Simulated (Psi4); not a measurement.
C$_{4}$H$_{5}$, doublet, at a GFN2-xTB geometry; CISD/cc-pVDZ (Psi4 1.11).

The Psi4 input:
```
memory 2 GB

molecule mol {
0 2
  C     0.036436    1.135232    0.300912
  C     0.063321   -1.140754    0.274404
  C     0.784348    0.013059   -0.325761
  C    -0.657227   -0.002615   -0.442038
  H    -0.059110    1.197184    1.381706
  H     0.070776    2.094855   -0.195781
  H    -0.030438   -1.230098    1.353436
  H     0.120179   -2.087472   -0.244492
  H    -1.462673   -0.004000   -1.139967
}

set basis cc-pvdz
set reference uhf

energy('cisd')
print_variables()
```

It wrote (shortened):

```
Traceback (most recent call last):
  File "psi4", line 375, in <module>
  File "<string>", line 30, in <module>
  File "site-packages/psi4/driver/driver.py", line 461, in energy
  File "site-packages/psi4/driver/task_planner.py", line 255, in task_planner
  File "site-packages/psi4/driver/driver_util.py", line 222, in negotiate_derivative_type
  File "site-packages/psi4/driver/driver_util.py", line 355, in highest_analytic_derivative_available

psi4.driver.p4util.exceptions.MissingMethodError: Method=cisd is not available for any derivative level under conditions CI_TYPE=CONV, REFERENCE=UHF, FREEZE_CORE=FALSE, QC_MODULE=(auto). See https://psicode.org/psi4manual/master/introduction.html#ss-cisd. Or did you mean? ccd ccsd cisdt cisdtq qcisd lccsd ci2 ci3 ci4 ci5 ci6 ci7 ci8 ci9 ci10 ci11 ci12 ci13 ci14 ci15 ci16 ci17 ci18 ci19 ci20 ci21 ci22 ci23 ci24 ci25 ci26 ci27 ci28 ci29 ci30 ci31 ci32 ci33 ci34 ci35 ci36 ci37 ci38 ci39 ci40 ci41 ci42 ci43 ci44 ci45 ci46 ci47 ci48 ci49 ci50 ci51 ci52 ci53 ci54 ci55 ci56 ci57 ci58 ci59 ci60 ci61 ci62 ci63 ci64 ci65 ci66 ci67 ci68 ci69 ci70 ci71 ci72 ci73 ci74 ci75 ci76 ci77 ci78 ci79 ci80 ci81 ci82 ci83 ci84 ci85 ci86 ci87 ci88 ci89 ci90 ci91 ci92 ci93 ci94 ci95 ci96 ci97 ci98

Printing out the relevant lines from the Psithon --> Python processed input file:
      H    -1.462673   -0.004000   -1.139967
    ""","mol")
    core.IO.set_default_namespace("mol")
    core.set_global_option("BASIS", "cc-pvdz")
    core.set_global_option("REFERENCE", "uhf")
--> energy('cisd')
    print_variables()

!----------------------------------------------------------------------------------!
!                                                                                  !
!  Method=cisd is not available for any derivative level under conditions          !
!     CI_TYPE=CONV, REFERENCE=UHF, FREEZE_CORE=FALSE, QC_MODULE=(auto). See        !
!     https://psicode.org/psi4manual/master/introduction.html#ss-cisd. Or did you  !
!     mean? ccd ccsd cisdt cisdtq qcisd lccsd ci2 ci3 ci4 ci5 ci6 ci7 ci8 ci9 ci10 !
!     ci11 ci12 ci13 ci14 ci15 ci16 ci17 ci18 ci19 ci20 ci21 ci22 ci23 ci24 ci25   !
!     ci26 ci27 ci28 ci29 ci30 ci31 ci32 ci33 ci34 ci35 ci36 ci37 ci38 ci39 ci40   !
!     ci41 ci42 ci43 ci44 ci45 ci46 ci47 ci48 ci49 ci50 ci51 ci52 ci53 ci54 ci55   !
!     ci56 ci57 ci58 ci59 ci60 ci61 ci62 ci63 ci64 ci65 ci66 ci67 ci68 ci69 ci70   !
!     ci71 ci72 ci73 ci74 ci75 ci76 ci77 ci78 ci79 ci80 ci81 ci82 ci83 ci84 ci85   !
!     ci86 ci87 ci88 ci89 ci90 ci91 ci92 ci93 ci94 ci95 ci96 ci97 ci98             !
!                                                                                  !
!----------------------------------------------------------------------------------!
```

The program refused the input.
